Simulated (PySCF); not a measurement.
C$_{4}$H$_{12}$O$_{2}$Sn, singlet, at a GFN2-xTB geometry (such geometries of metal compounds can be far from the true shape) (all electrons, no relativity); CASSCF(6,4)/STO-3G (PySCF).

Input for PySCF:
```python
from pyscf import gto, scf, mcscf
import numpy

mol = gto.M(
    atom='''
C    -3.61170589   -0.54022551   -0.32267935
C    -2.17762267   -1.04637804   -0.39503868
O    -1.31929831    0.05176100   -0.51591814
Sn    0.61561461    0.15436043    0.03367245
C     1.78296867   -1.60796856   -0.54894702
C     1.06248790    2.22162707   -0.51767766
O     0.53404929   -0.01213446    2.01609325
H    -3.73517752    0.09420897    0.55077100
H    -4.29981132   -1.37905140   -0.26032755
H    -3.83561044    0.04614151   -1.20934032
H    -2.06469038   -1.70576535   -1.26563685
H    -1.95557515   -1.63513896    0.50477002
H     2.52632608   -1.79076159    0.21709338
H     2.26271671   -1.43213221   -1.50570061
H     1.11066901   -2.45718493   -0.62127059
H     1.64694099    2.67345955    0.27553522
H     1.61917575    2.24843463   -1.44617827
H     0.12048382    2.74507786   -0.63799227
H    -0.23095443    0.39534852    2.41930924
''',
    basis='sto-3g',
    verbose=4,
)

mf = scf.RHF(mol)
mf.kernel()
mc = mcscf.CASSCF(mf, 4, 6)
mc.fix_spin_(ss=0.0)
mc.kernel()
occ = numpy.linalg.eigvalsh(mc.fcisolver.make_rdm1(mc.ci, mc.ncas, mc.nelecas))[::-1]
ss = mc.fcisolver.spin_square(mc.ci, mc.ncas, mc.nelecas)[0]
print('natural occupations', occ.round(4), ' <S^2>', round(ss, 4))
```

The log (banner, timings and long lists left out):

```
PySCF version 2.14.0

[INPUT] verbose = 4
[INPUT] num. atoms = 19
[INPUT] num. electrons = 102
[INPUT] charge = 0
[INPUT] spin (= nelec alpha-beta = 2S) = 0
[INPUT] symmetry False subgroup None
[INPUT] Mole.unit = angstrom
[INPUT] Symbol           X                Y                Z      unit          X                Y                Z       unit  Magmom
[...]
nuclear repulsion = 764.436567070738
number of shells = 41
number of NR pGTOs = 207
number of NR cGTOs = 69
basis = sto-3g
ecp = {}

******** <class 'pyscf.scf.hf.RHF'> ********
method = RHF
initial guess = minao
damping factor = 0
level_shift factor = 0
DIIS = <class 'pyscf.scf.diis.CDIIS'>
diis_start_cycle = 1
diis_space = 8
diis_damp = 0
SCF conv_tol = 1e-09
SCF conv_tol_grad = None
SCF max_cycles = 50
direct_scf = True
direct_scf_tol = 1e-13
Set gradient conv threshold to 3.16228e-05
Initial guess from minao.
init E= -6251.08702278951
[...]
cycle= 1 E= -6267.38702741976  delta_E= -16.3  |g|= 0.765  |ddm|= 5.01
[...]
cycle= 2 E= -6267.62793150957  delta_E= -0.241  |g|= 0.209  |ddm|= 1.48
[...]
cycle= 3 E= -6267.64375310071  delta_E= -0.0158  |g|= 0.0459  |ddm|= 0.357
[...]
cycle= 4 E= -6267.64486662051  delta_E= -0.00111  |g|= 0.00937  |ddm|= 0.0953
[...]
cycle= 5 E= -6267.64492364445  delta_E= -5.7e-05  |g|= 0.0025  |ddm|= 0.0246
[...]
cycle= 6 E= -6267.64492748527  delta_E= -3.84e-06  |g|= 0.000607  |ddm|= 0.00594
[...]
cycle= 7 E= -6267.64492781153  delta_E= -3.26e-07  |g|= 0.000146  |ddm|= 0.00208
[...]
cycle= 8 E= -6267.64492782868  delta_E= -1.71e-08  |g|= 4.72e-05  |ddm|= 0.000439
[...]
cycle= 9 E= -6267.64492783087  delta_E= -2.2e-09  |g|= 1.05e-05  |ddm|= 0.000182
[...]
cycle= 10 E= -6267.64492783095  delta_E= -7.64e-11  |g|= 2.66e-06  |ddm|= 3.95e-05
[...]
Extra cycle  E= -6267.644927831  delta_E= -4.73e-11  |g|= 1.28e-06  |ddm|= 6.8e-06
converged SCF energy = -6267.644927831

******** <class 'pyscf.mcscf.mc1step.CASSCF'> ********
CAS (3e+3e, 4o), ncore = 48, nvir = 17
max_cycle_macro = 50
max_cycle_micro = 4
conv_tol = 1e-07
conv_tol_grad = None
orbital rotation max_stepsize = 0.02
orbital rotation threshold for CI restart = 0.01
augmented hessian ah_max_cycle = 30
augmented hessian ah_conv_tol = 1e-12
augmented hessian ah_linear dependence = 1e-14
augmented hessian ah_level shift = 1e-08
augmented hessian ah_start_tol = 2.5
augmented hessian ah_start_cycle = 3
augmented hessian ah_grad_trust_region = 3
kf_trust_region = 3
kf_interval = 4
ci_response_space = 4
ci_grad_trust_region = 3
[...]
CASCI E = -6267.64613040300  S^2 = 0.0000000
[...]
macro iter  27 (  7 JK    2 micro), CASSCF E = -6267.65921762878  dE = -5.42681755e-06  S^2 = 0.0000000
               |grad[o]|=0.000758  |grad[c]|=0.000253  |ddm|=0.000127  |maxRot[o]|=0.0697
macro iter  28 (  7 JK    2 micro), CASSCF E = -6267.65922295073  dE = -5.32194917e-06  S^2 = 0.0000000
               |grad[o]|=0.000604  |grad[c]|=0.00152  |ddm|=0.00122  |maxRot[o]|=0.0697
macro iter  29 (  7 JK    2 micro), CASSCF E = -6267.65922790733  dE = -4.95660788e-06  S^2 = 0.0000000
               |grad[o]|=0.00049  |grad[c]|=0.00145  |ddm|=0.00197  |maxRot[o]|=0.0697
macro iter  30 (  7 JK    2 micro), CASSCF E = -6267.65923222083  dE = -4.31349963e-06  S^2 = 0.0000000
               |grad[o]|=0.000385  |grad[c]|=0.000335  |ddm|=0.00241  |maxRot[o]|=0.0697
macro iter  31 (  7 JK    2 micro), CASSCF E = -6267.65923558087  dE = -3.36003723e-06  S^2 = 0.0000000
               |grad[o]|=0.000279  |grad[c]|=0.00246  |ddm|=0.00221  |maxRot[o]|=0.0697
macro iter  32 (  7 JK    2 micro), CASSCF E = -6267.65923800969  dE = -2.42881742e-06  S^2 = 0.0000000
               |grad[o]|=0.000213  |grad[c]|=0.00434  |ddm|=0.0015  |maxRot[o]|=0.0698
macro iter  33 (  7 JK    2 micro), CASSCF E = -6267.65923959001  dE = -1.58031889e-06  S^2 = 0.0000000
               |grad[o]|=0.000117  |grad[c]|=0.00489  |ddm|=0.000626  |maxRot[o]|=0.0698
macro iter  34 (  7 JK    2 micro), CASSCF E = -6267.65924036779  dE = -7.77780770e-07  S^2 = 0.0000000
               |grad[o]|=0.000128  |grad[c]|=0.00382  |ddm|=0.000375  |maxRot[o]|=0.0671
macro iter  35 (  6 JK    1 micro), CASSCF E = -6267.65924054585  dE = -1.78065420e-07  S^2 = 0.0000000
               |grad[o]|=0.00012  |grad[c]|=0.000398  |ddm|=0.000109  |maxRot[o]|=0.019
macro iter  36 (  6 JK    1 micro), CASSCF E = -6267.65924079623  dE = -2.50372977e-07  S^2 = 0.0000000
               |grad[o]|=0.000153  |grad[c]|=0.000553  |ddm|=8.37e-05  |maxRot[o]|=0.0158
macro iter  37 (  5 JK    1 micro), CASSCF E = -6267.65924081290  dE = -1.66774043e-08  S^2 = 0.0000000
               |grad[o]|=5.09e-05  |grad[c]|=2.12e-05  |ddm|=1.03e-05  |maxRot[o]|=0.00219
1-step CASSCF converged in  37 macro (325 JK  82 micro) steps
CASSCF canonicalization
Density matrix diagonal elements [1.98373487 1.99154398 1.99626299 0.02845815]
CASSCF energy = -6267.65924081290
CASCI E = -6267.65924081290  E(CI) = -7.61526196741306  S^2 = 0.0000000
natural occupations [1.9998 1.9996 1.9721 0.0284]  <S^2> 0.0
```
